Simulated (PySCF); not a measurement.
# NMR problem set

One conformer, relativity neglected, fast rotation and ring inversion assumed for equivalent nuclei, no solvent model. B3LYP/pcJ-1 coupling constants (spin–dipole term left out of most H,H and C,H couplings); structure optimised with GFN2-xTB; σ from GIAO-PBE0/pcSseg-1; PySCF 2.14.

References, each an isolated molecule treated in the same way: TMS for 1H (σ = 31.72 ppm) and 13C (σ = 186.93 ppm). Multiplet labels drop J under 1 Hz and among equivalent protons, and merge close values. Unscaled 3J(H,H) run several per cent high. Splittings of carbon signals by F and P are missing where no couplings were computed. Where no couplings were computed, multiplicities follow the n + 1 count of equivalent neighbours, and m marks all less simple cases (inequivalent or close neighbours, rings, F or P nearby). Vicinal couplings that depend on rotamer populations or ring flexing (ring, CH–CH, X–H and H–F types) are those of the one conformer. Shifts are as computed. Against solution values, carbons near 30 ppm lie about +3 ppm off and those near 130 ppm about +5 ppm. Of 1211 compounds with measured shifts, 218 miss one by over three times the rms of a fit or turn the order of signals round; such compounds aren't used in these exercises.

(1) C4H7NO. 1H NMR (500 MHz, computed): δ 4.23 (m, 2H), 4.04 (m, 2H), 1.99 (t, J = 2.0 Hz, 3H). 13C{1H} NMR (computed): δ 170.7 (C), 69.3 (CH2), 59.3 (CH2), 16.2 (CH3). Give a structure.

(2) C5H6F4O2. 1H NMR (400 MHz, computed): δ 6.86 (m, 1H), 6.11 (m, 1H), 5.60 (m, 1H), 5.25 (m, 1H), 4.99 (m, 1H), 4.80 (m, 1H). 13C{1H} NMR (computed): δ 122.4, 114.9, 93.2, 90.3, 79.2. Identify the compound.

(3) C5H5FO2Si. 1H NMR (300 MHz, computed): δ 7.85 (m, 1H), 7.74 (m, 1H), 4.54 (s, 3H). 13C{1H} NMR (computed): δ 162.1 (CH), 155.6 (C), 146.8 (C), 139.4 (CH), 117.8 (C). Give a structure.

Answers

(1) 2-methyl-2-oxazoline (SMILES CC1=NCCO1). The formula gives 2 degrees of unsaturation (1 ring in the answer). 4 carbon signals for 4 carbons: no two carbons are equivalent. Carbon types of the structure: 1 × C, 2 × CH2, 1 × CH3, which accounts for all hydrogens. δC 170.7: C=N carbon. δC 69.3: sp3 CH2 bonded to O; the inductive effect lowers its shielding. δC 59.3: sp3 CH2 bonded to N; deshielded by the electronegative neighbour. δH 4.23: hydrogen on an sp3 CH2 bonded to O; its carbon carries O, hence the downfield position.

The shifts were computed for this structure.

(2) `F[C@H](OC(F)F)[C@@H]1OC[C@H]1F`. The formula gives 1 degree of unsaturation (1 ring in the answer). 5 carbon signals for 5 carbons: no two carbons are equivalent. Carbon types of the structure: 4 × CH, 1 × CH2, which accounts for all hydrogens. δC 122.4: sp3 CH bonded to 2 F and O; 3 electronegative neighbours deshield it. δC 114.9: sp3 CH bonded to F and O; 2 electronegative neighbours deshield it. δC 93.2: sp3 CH bonded to O; pulled downfield by the heteroatom. δC 79.2: sp3 CH2 bonded to O; the inductive effect lowers its shielding.

The shifts were computed for this structure.

(3) `InChI=1S/C5H5FO2Si/c6-5(7)4-1-3(9)2-8-4/h1-2H,9H3`. The formula gives 4 degrees of unsaturation (1 ring in the answer). 5 carbon signals for 5 carbons: no two carbons are equivalent. Carbon types of the structure: 3 × C, 2 × CH, leaving 3 H on heteroatoms. δC 162.1: aromatic CH next to the ring oxygen. δC 146.8: substituted aromatic carbon next to the ring oxygen. δC 139.4: aromatic CH; the aromatic region. δC 117.8: substituted aromatic carbon.

This is the structure that produced the data.
